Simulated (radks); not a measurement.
Effect of the nuclear size on neutral scandium, [Ar] 3d1 4s2. Calculated with a radial shooting solver on a logarithmic mesh with Libxc functionals: Dirac Kohn-Sham, BLYP, spin-unpolarised, spherical densities, finite nucleus; open shells fill j = l - 1/2 first; Fermi nuclear charge, rms radius 3.5459 fm. The rms radius is varied about that value; shifts are against it.

rms radius (fm),total energy shift (eV),density at nucleus (e/bohr^3),1s1/2 shift (meV),2s1/2 shift (meV),3s1/2 shift (meV)
2.9963,-0.0111,7300,-4.69,-0.380,-0.047
3.248,-0.00625,7283,-2.64,-0.214,-0.026
3.5459,0,7265,0.000,0.000,0.000
3.6558,0.00244,7259,1.03,0.083,0.010
4.3792,0.0203,7222,8.57,0.695,0.086

Slopes of the eigenvalues against <r^2> in GHz/fm^2, as finite differences over the two radii next to the reference (eigenvalue slopes, not the field-shift constants of lines): 1s1/2 315, 2s1/2 25.5, 3s1/2 3.14.
